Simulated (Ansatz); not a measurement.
Consider the ligand exchange at the Al–C bond: `[CH3][Al]1[BH][S]1` + CH₃NH₂ → `C[NH][Al]1[BH][S]1` + CH₄.

Program: Ansatz. Geometries: PBE0-D4/def2-TZVP. ΔE: electronic, gas phase. CCSD(T)/CBS adds triple-zeta CCSD(T) − MP2 to the extrapolated MP2 energy (def2 sets, frozen cores). This one scheme is used for every species. Functionals use def2-TZVPP. One conformer a species, not always the lowest.

```csv
level,ΔE (kJ/mol)
r2SCAN,-80.9
CCSD/CBS(def2),-81.2
```

(1) What does CCSD(T)/CBS give? (Estimate.)

Largest T1 diagnostic among the species: 0.015.

Answers

(1) Ansatz gave: -81.2 kJ/mol. The listed levels differ from it by 0.3, 0.0 kJ/mol.
